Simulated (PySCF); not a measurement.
Compound: AlCl2F.
Cartesian coordinates in Å at the PBE0-D3(BJ)/def2-SVP level; atoms count from 1:
```xyz
4
AlCl2F angstrom
Al    -0.0484   -0.0783    0.0022
Cl     2.0230   -0.1570    0.0205
Cl    -1.0716    1.7250   -0.0261
F     -0.9030   -1.4897    0.0034
```

Method: TDDFT wB97X-D/def2-SVPD, vertical, gas phase, core orbitals frozen in the response in PySCF.

```tsv
state	E (eV)	λ (nm)	f	|μ| (D)	symmetry	main configurations (H = HOMO, L = LUMO)
S1	7.08	175.1	0.017	0.78	B1 or B2	H→L (94%)
S2	7.30	169.9	0.0000	0.02	–	H-1→L (94%)
S3	7.60	163.1	0.0000	0.02	–	H→L+1 (98%)
S4	7.66	161.9	0.055	1.38	A1	H-2→L (92%)
S5	7.74	160.2	0.094	1.79	B1 or B2	H-3→L (93%)
S6	8.14	152.3	0.0012	0.20	–	H-2→L+1 (98%)
S7	8.14	152.3	0.014	0.68	B1 or B2	H-1→L+1 (81%), H-4→L (14%)
S8	8.58	144.6	0.023	0.83	A1	H-3→L+1 (91%)
S9	8.89	139.5	0.362	3.27	B1 or B2	H-4→L (74%), H-1→L+1 (11%)
S10	9.07	136.6	0.0008	0.16	–	H-4→L+1 (98%)
S11	9.56	129.7	0.064	1.33	B1 or B2	H-6→L (91%)
S12	9.64	128.6	0.0009	0.16	–	H-7→L (84%)
S13	9.83	126.1	0.043	1.07	A1	H-5→L (74%), H→L+3 (8%)
S14	9.91	125.2	0.018	0.70	B1 or B2	H→L+2 (80%)
S15	10.15	122.2	0.0000	0.01	–	H-1→L+2 (71%), H-3→L+3 (9%)
```

Triplets, Tamm–Dancoff:

```csv
state,E (eV),λ (nm),"main configurations (H = HOMO, L = LUMO)"
T1,6.81,182.1,H→L (91%)
T2,7.07,175.4,H-1→L (91%)
T3,7.33,169.1,H-2→L (90%)
T4,7.41,167.2,H-3→L (90%)
```

The lowest singlet comes at 175 nm (683 kJ/mol) in the vacuum ultraviolet; it is weak; its leading configuration is HOMO→LUMO (94%). The most intense listed level is S9 at 8.89 eV (139 nm, f = 0.362), 1.81 eV above S1. S6/S7 lie within about 0.01 eV of each other. Löwdin shares by element: HOMO chlorine 95%; LUMO aluminium 63%, chlorine 30%, fluorine 7%. The listed states span 3.06 eV, and the widest gap between neighbours is 0.48 eV (S10 to S11). Of the 15 states listed, 9 reach f = 0.01 and 3 stay under 0.0005. Weighted by f, the mean energy of these states is 8.71 eV. No computed singlet lies in the visible range (380 to 750 nm); the lowest, at 175 nm, stands 3.82 eV above its violet end (3.26 eV). Symmetry labels in C2v follow from the direction of the transition dipole and are given only for states with f of 0.002 or more; B1 and B2 swap with the choice of axes. Only the lowest 15 singlets were computed, as vertical energies without vibronic structure.
